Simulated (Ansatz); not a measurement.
Species: C6H7, net charge 0, doublet state. It need not be the lowest isomer of its formula. SMILES: CC1=C[C]=CC1
Coordinates optimised at B3LYP-D3(BJ)/def2-TZVP (Ansatz, a first-principles code):
```xyz
13

C      2.1098     0.1663     0.1495
C      0.6385    -0.0441     0.0385
C     -0.0288    -1.2090    -0.0887
C     -1.4444    -0.8903    -0.1581
C     -1.7100     0.4087    -0.0822
C     -0.3605     1.0905     0.0548
H      2.3698     0.6706     1.0852
H      2.6478    -0.7813     0.1165
H      2.4838     0.7961    -0.6634
H      0.4012    -2.1983    -0.1317
H     -2.6580     0.9211    -0.1072
H     -0.2932     1.6673     0.9842
H     -0.1791     1.7930    -0.7666
```
Charge 0, spin multiplicity 2.

Atomisation energy built up term by term with Ansatz (kcal/mol; UHF references for open shells; valence terms freeze the core; atomic spin-orbit terms are left out). Basis-set limits of correlation are two-point, X^-3; Hartree-Fock from the larger set.

The UHF reference is spin-contaminated (<S^2> 0.49 over the pure value in the largest basis). 

| term | basis | kcal/mol |
|---|---|---|
| Hartree-Fock | cc-pVQZ | 1016.10 |
| CCSD correlation | CBS(cc-pVTZ,cc-pVQZ) | 310.37 |
| (T) | CBS(cc-pVTZ,cc-pVQZ) | 24.84 |
| core correlation | cc-pwCVTZ | 6.67 |
| scalar relativity (X2C) | cc-pVTZ-DK against cc-pVTZ | -1.02 |
| sum: De |  | 1357.0 |

(T) makes 1.8 % of the CCSD(T) atomisation energy; under 5 % is typical of single-reference molecules.
